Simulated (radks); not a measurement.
The numbers below are computed, except where a source is named.
Question: Neutral technetium is in [Kr] 4d5 5s2. Code: a radial shooting solver on a logarithmic mesh with Libxc functionals. Model: scalar-relativistic Kohn-Sham, r2SCAN, spin-polarised, spherical densities, finite nucleus; meta-GGA in the generalised Kohn-Sham scheme; Fermi nuclear charge, rms radius of each element as measured or else 0.836 A^(1/3) + 0.57 fm. Open shells are filled with parallel spins first. One electron is removed from 4p, 4s, 4d, 5s in turn, with full relaxation. Which removal costs least, and what does each cost?

Answer: 5s 6.543 eV; 4d 13.380 eV; 4p 49.321 eV; 4s 78.604 eV. The 5s electron leaves first.
